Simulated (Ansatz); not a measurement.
Ansatz (an electronic-structure program) input file for CH₈FNOSi₂, SMILES C[Si@H](N)[Si@@H](O)F, PBE-D3(BJ)/def2-SVP. 

Ansatz 0.2 input:
```yaml
crystal:
  periodic: [false, false, false]
  atoms:
    - {symbol: C, position_ang: [-1.20188228, 0.83639929, 1.80203861]}
    - {symbol: Si, position_ang: [-1.20385071, 0.30629536, -0.01017304]}
    - {symbol: N, position_ang: [-1.88596500, -1.24942019, -0.39056868]}
    - {symbol: Si, position_ang: [1.02010283, 0.09395366, -0.69704726]}
    - {symbol: O, position_ang: [1.93131147, 1.13385491, 0.22906741]}
    - {symbol: F, position_ang: [1.44816012, -1.45593854, -0.35189662]}
    - {symbol: H, position_ang: [-0.68865249, 0.08763881, 2.42667543]}
    - {symbol: H, position_ang: [-2.22480222, 0.96876176, 2.19139506]}
    - {symbol: H, position_ang: [-0.66134126, 1.79138943, 1.91004368]}
    - {symbol: H, position_ang: [-1.93256814, 1.34101101, -0.80562456]}
    - {symbol: H, position_ang: [-2.87652613, -1.43608057, -0.26427876]}
    - {symbol: H, position_ang: [-1.33259570, -2.07693567, -0.18571884]}
    - {symbol: H, position_ang: [1.34626454, 0.26351706, -2.14418433]}
    - {symbol: H, position_ang: [2.87180747, 1.21736494, 0.02905601]}
basis:
  gaussian:
    orbitals: def2-SVP
hamiltonian:
  xc: pbe
  dispersion: d3bj
relax: {f_tol: 0.002, max_steps: 200}
```

It prints:

```
WARN ansatz: RAYON_NUM_THREADS=1 ignored (pool sized by the plan → 1); use --threads N
Functional definition: PBE
integrals: 0.08 GiB planned
1477 factors; their error is unknown
mean field: 0.42 GiB planned
mean field evaluation 1: about -23135.0271 eV, gradient 9.5e1 eV
mean field evaluation 2: about -23077.5120 eV, gradient 1.8e2 eV
mean field evaluation 4: about -23152.7339 eV, gradient 1.5e1 eV
mean field evaluation 8: about -23153.1985 eV, gradient 3.8e-1 eV
mean field evaluation 16: about -23153.0978 eV, gradient 1.0e-3 eV
mean field -23153.09784050 eV, -850.8606519049 hartree, gradient 7.2e-5 eV, S^2 0.000000; 0 other end points of the search recorded, 0 dependent functions left out
the calculation of the forces begins
reference -23153.09788292 eV, -850.8606534637 hartree; 33, 33 occupied and 99, 99 virtual orbitals, 1477 factors
relax step   1: F+E_penalty+E_count = -23153.41889383 eV  Δ(F+E_penalty+E_count) = +0.000e0 eV  max|allowed force component| = 3.759e-1 eV/Å  Δτ_max = 0.0000 Å  (30 SCF iters, accepted)
these checks for a lower state are left out or cut short: starts, cluster_reference, orbital_swaps, neighbouring_geometries, increment
integrals: 0.08 GiB planned
1477 factors; their error is unknown
mean field: 0.42 GiB planned
mean field -23153.11255932 eV, -850.8611928115 hartree, gradient 2.3e-5 eV, S^2 0.000000; 0 other end points of the search recorded, 0 dependent functions left out
the calculation of the forces begins
reference -23153.11260185 eV, -850.8611943746 hartree; 33, 33 occupied and 99, 99 virtual orbitals, 1477 factors
relax step   2: F+E_penalty+E_count = -23153.43296460 eV  Δ(F+E_penalty+E_count) = -1.407e-2 eV  max|allowed force component| = 2.113e-1 eV/Å  Δτ_max = 0.0194 Å  (30 SCF iters, accepted)
these checks for a lower state are left out or cut short: starts, cluster_reference, orbital_swaps, neighbouring_geometries, increment
integrals: 0.08 GiB planned
1477 factors; their error is unknown
mean field: 0.42 GiB planned
mean field evaluation 32: about -23153.1164 eV, gradient 8.5e-4 eV
mean field -23153.11638991 eV, -850.8613335831 hartree, gradient 2.4e-5 eV, S^2 0.000000; 0 other end points of the search recorded, 0 dependent functions left out
the calculation of the forces begins
reference -23153.11643254 eV, -850.8613351500 hartree; 33, 33 occupied and 99, 99 virtual orbitals, 1477 factors
relax step   3: F+E_penalty+E_count = -23153.43588205 eV  Δ(F+E_penalty+E_count) = -2.917e-3 eV  max|allowed force component| = 1.100e-1 eV/Å  Δτ_max = 0.0283 Å  (30 SCF iters, accepted)
these checks for a lower state are left out or cut short: starts, cluster_reference, orbital_swaps, neighbouring_geometries, increment
integrals: 0.08 GiB planned
1477 factors; their error is unknown
mean field: 0.42 GiB planned
mean field -23153.11722260 eV, -850.8613641840 hartree, gradient 2.5e-5 eV, S^2 0.000000; 0 other end points of the search recorded, 0 dependent functions left out
the calculation of the forces begins
reference -23153.11726520 eV, -850.8613657496 hartree; 33, 33 occupied and 99, 99 virtual orbitals, 1477 factors
relax step   4: F+E_penalty+E_count = -23153.43702082 eV  Δ(F+E_penalty+E_count) = -1.139e-3 eV  max|allowed force component| = 3.612e-2 eV/Å  Δτ_max = 0.0131 Å  (31 SCF iters, accepted)
these checks for a lower state are left out or cut short: starts, cluster_reference, orbital_swaps, neighbouring_geometries, increment
integrals: 0.08 GiB planned
1477 factors; their error is unknown
mean field: 0.42 GiB planned
mean field -23153.11748796 eV, -850.8613739357 hartree, gradient 2.5e-5 eV, S^2 0.000000; 0 other end points of the search recorded, 0 dependent functions left out
the calculation of the forces begins
reference -23153.11753053 eV, -850.8613755003 hartree; 33, 33 occupied and 99, 99 virtual orbitals, 1477 factors
relax step   5: F+E_penalty+E_count = -23153.43748366 eV  Δ(F+E_penalty+E_count) = -4.628e-4 eV  max|allowed force component| = 2.791e-2 eV/Å  Δτ_max = 0.0059 Å  (31 SCF iters, accepted)
these checks for a lower state are left out or cut short: starts, cluster_reference, orbital_swaps, neighbouring_geometries, increment
integrals: 0.08 GiB planned
1477 factors; their error is unknown
mean field: 0.42 GiB planned
mean field -23153.11767864 eV, -850.8613809433 hartree, gradient 2.5e-5 eV, S^2 0.000000; 0 other end points of the search recorded, 0 dependent functions left out
the calculation of the forces begins
reference -23153.11772119 eV, -850.8613825070 hartree; 33, 33 occupied and 99, 99 virtual orbitals, 1477 factors
relax step   6: F+E_penalty+E_count = -23153.43791585 eV  Δ(F+E_penalty+E_count) = -4.322e-4 eV  max|allowed force component| = 3.419e-2 eV/Å  Δτ_max = 0.0131 Å  (30 SCF iters, accepted)
these checks for a lower state are left out or cut short: starts, cluster_reference, orbital_swaps, neighbouring_geometries, increment
integrals: 0.08 GiB planned
1477 factors; their error is unknown
mean field: 0.42 GiB planned
mean field -23153.11757699 eV, -850.8613772076 hartree, gradient 2.5e-5 eV, S^2 0.000000; 0 other end points of the search recorded, 0 dependent functions left out
the calculation of the forces begins
reference -23153.11761954 eV, -850.8613787714 hartree; 33, 33 occupied and 99, 99 virtual orbitals, 1477 factors
relax step   7: F+E_penalty+E_count = -23153.43795584 eV  Δ(F+E_penalty+E_count) = -3.999e-5 eV  max|allowed force component| = 1.359e-2 eV/Å  Δτ_max = 0.0162 Å  (30 SCF iters, accepted)
these checks for a lower state are left out or cut short: starts, cluster_reference, orbital_swaps, neighbouring_geometries, increment
integrals: 0.08 GiB planned
1477 factors; their error is unknown
mean field: 0.42 GiB planned
mean field evaluation 64: about -23153.2189 eV, gradient 6.6e-4 eV
mean field -23153.11769907 eV, -850.8613816940 hartree, gradient 2.5e-5 eV, S^2 0.000000; 0 other end points of the search recorded, 0 dependent functions left out
the calculation of the forces begins
reference -23153.11774162 eV, -850.8613832576 hartree; 33, 33 occupied and 99, 99 virtual orbitals, 1477 factors
relax step   8: F+E_penalty+E_count = -23153.43805005 eV  Δ(F+E_penalty+E_count) = -9.421e-5 eV  max|allowed force component| = 1.123e-2 eV/Å  Δτ_max = 0.0109 Å  (31 SCF iters, accepted)
these checks for a lower state are left out or cut short: starts, cluster_reference, orbital_swaps, neighbouring_geometries, increment
integrals: 0.08 GiB planned
1477 factors; their error is unknown
mean field: 0.42 GiB planned
mean field -23153.11765464 eV, -850.8613800612 hartree, gradient 2.6e-5 eV, S^2 0.000000; 0 other end points of the search recorded, 0 dependent functions left out
the calculation of the forces begins
reference -23153.11769718 eV, -850.8613816244 hartree; 33, 33 occupied and 99, 99 virtual orbitals, 1477 factors
relax step   9: F+E_penalty+E_count = -23153.43805197 eV  Δ(F+E_penalty+E_count) = -1.922e-6 eV  max|allowed force component| = 7.252e-3 eV/Å  Δτ_max = 0.0080 Å  (23 SCF iters, accepted)
these checks for a lower state are left out or cut short: starts, cluster_reference, orbital_swaps, neighbouring_geometries, increment
integrals: 0.08 GiB planned
1477 factors; their error is unknown
mean field: 0.42 GiB planned
mean field -23153.11773313 eV, -850.8613829456 hartree, gradient 1.9e-5 eV, S^2 0.000000; 0 other end points of the search recorded, 0 dependent functions left out
the calculation of the forces begins
reference -23153.11777567 eV, -850.8613845092 hartree; 33, 33 occupied and 99, 99 virtual orbitals, 1477 factors
relax step  10: F+E_penalty+E_count = -23153.43806304 eV  Δ(F+E_penalty+E_count) = -1.107e-5 eV  max|allowed force component| = 4.578e-3 eV/Å  Δτ_max = 0.0051 Å  (23 SCF iters, accepted)
these checks for a lower state are left out or cut short: starts, cluster_reference, orbital_swaps, neighbouring_geometries, increment
integrals: 0.08 GiB planned
1477 factors; their error is unknown
mean field: 0.42 GiB planned
mean field -23153.11775973 eV, -850.8613839232 hartree, gradient 7.1e-6 eV, S^2 0.000000; 0 other end points of the search recorded, 0 dependent functions left out
the calculation of the forces begins
reference -23153.11780228 eV, -850.8613854869 hartree; 33, 33 occupied and 99, 99 virtual orbitals, 1477 factors
relax step  11: F+E_penalty+E_count = -23153.43806786 eV  Δ(F+E_penalty+E_count) = -4.819e-6 eV  max|allowed force component| = 2.875e-3 eV/Å  Δτ_max = 0.0015 Å  (23 SCF iters, accepted)
these checks for a lower state are left out or cut short: starts, cluster_reference, orbital_swaps, neighbouring_geometries, increment
integrals: 0.08 GiB planned
1477 factors; their error is unknown
mean field: 0.42 GiB planned
mean field -23153.11775075 eV, -850.8613835930 hartree, gradient 1.5e-5 eV, S^2 0.000000; 0 other end points of the search recorded, 0 dependent functions left out
the calculation of the forces begins
reference -23153.11779330 eV, -850.8613851567 hartree; 33, 33 occupied and 99, 99 virtual orbitals, 1477 factors
relax step  12: F+E_penalty+E_count = -23153.43806969 eV  Δ(F+E_penalty+E_count) = -1.832e-6 eV  max|allowed force component| = 5.783e-4 eV/Å  Δτ_max = 0.0009 Å  (22 SCF iters, accepted)
integrals: 0.08 GiB planned
1477 factors; their error is unknown
mean field: 0.42 GiB planned
mean field evaluation 96: about -23135.2150 eV, gradient 9.5e1 eV
mean field -23153.11775075 eV, -850.8613835930 hartree, gradient 1.5e-5 eV, S^2 0.000000; 1 other end points of the search recorded, 0 dependent functions left out
the calculation of the forces begins
reference -23153.11779330 eV, -850.8613851567 hartree; 33, 33 occupied and 99, 99 virtual orbitals, 1477 factors
Total energy: -23153.43811224 eV, -850.8731566609 hartree
Atom 0 at    -1.206276     0.843569     1.806599 Å, force    -0.000130     0.000199     0.000116 eV/Å
Atom 1 at    -1.212045     0.310294    -0.011829 Å, force     0.000512    -0.000261     0.000354 eV/Å
Atom 2 at    -1.879449    -1.257740    -0.418891 Å, force     0.000084    -0.000452     0.000122 eV/Å
Atom 3 at     1.017342     0.092987    -0.699799 Å, force     0.000166    -0.000360    -0.000436 eV/Å
Atom 4 at     1.930497     1.123416     0.258935 Å, force     0.000323    -0.000308    -0.000139 eV/Å
Atom 5 at     1.424421    -1.479526    -0.371124 Å, force    -0.000446     0.000578    -0.000158 eV/Å
Atom 6 at    -0.694199     0.088192     2.436563 Å, force    -0.000088     0.000085     0.000048 eV/Å
Atom 7 at    -2.233757     0.988752     2.199303 Å, force     0.000173     0.000080    -0.000063 eV/Å
Atom 8 at    -0.652393     1.800039     1.909190 Å, force    -0.000079    -0.000115    -0.000174 eV/Å
Atom 9 at    -1.952054     1.352214    -0.812793 Å, force     0.000019    -0.000152    -0.000217 eV/Å
Atom 10 at    -2.866681    -1.458115    -0.237195 Å, force    -0.000137     0.000194     0.000132 eV/Å
Atom 11 at    -1.302912    -2.071326    -0.184870 Å, force    -0.000104     0.000049    -0.000155 eV/Å
Atom 12 at     1.366542     0.280974    -2.154627 Å, force    -0.000054     0.000332     0.000230 eV/Å
Atom 13 at     2.870425     1.208082     0.019322 Å, force    -0.000240     0.000132     0.000339 eV/Å
Dipole moment:    -0.025085     0.041174     0.111088 e Å
```

The run converged.

Cost: around 50 core-seconds (rough).
